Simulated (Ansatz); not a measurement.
Relaxation of ClGaH6O2Si (11 atoms, charge 0, multiplicity 1), to a largest force component of 0.03 eV/Å in at most 50 steps.

Level of theory: RKS PBE-D4/def2-SVP (Ansatz 0.2.0).

```xyz
11
Properties=species:S:1:pos:R:3
Ga 0.077 -0.500 -0.087
Cl 0.032 -1.167 2.028
O 1.591 -0.541 -1.035
H 2.327 -0.901 -0.507
O -1.404 0.102 -0.889
H -2.170 0.061 -0.286
Si -0.015 2.799 1.143
H 0.759 3.563 2.181
H 0.564 3.057 -0.223
H -1.466 3.198 1.171
H 0.101 1.351 1.452
```

Problem. Where does it end, and by what steps?

Solution. The forces met the threshold. The force dipped under the threshold on the way, but the program's further checks kept it going. After 15 steps the energy has fallen by 0.163 eV; Cl2 moved furthest, 0.61 Å.

```tsv
step	energy less start (eV)	largest force component (eV/Å)	accepted
0	0.0000	0.687	yes
1	-0.0649	0.388	yes
2	-0.0896	0.092	yes
3	-0.1084	0.322	yes
4	-0.1256	0.252	yes
5	-0.1413	0.174	yes
6	-0.1499	0.158	yes
7	-0.1539	0.169	yes
8	-0.1580	0.080	yes
9	-0.1608	0.028	yes
10	-0.1617	0.098	yes
11	-0.1625	0.039	yes
12	-0.1628	0.012	yes
13	-0.1630	0.022	yes
14	-0.1632	0.042	yes
15	-0.1633	0.029	yes
```

```xyz
11
Properties=species:S:1:pos:R:3
Ga 0.114 -0.378 0.087
Cl -0.277 -1.644 1.804
O 1.679 -0.447 -0.783
H 2.312 -1.017 -0.307
O -1.227 0.519 -0.719
H -2.075 0.363 -0.264
Si -0.051 2.744 0.999
H 0.677 3.704 1.900
H 0.154 3.115 -0.435
H -1.496 2.679 1.392
H 0.586 1.384 1.276
```

Time of the run: 23 s on 4 threads of Intel(R) Xeon(R) Platinum 8259CL CPU @ 2.50GHz (Skylake/Cascade Lake), on a shared host, peak memory 0.21 GiB.
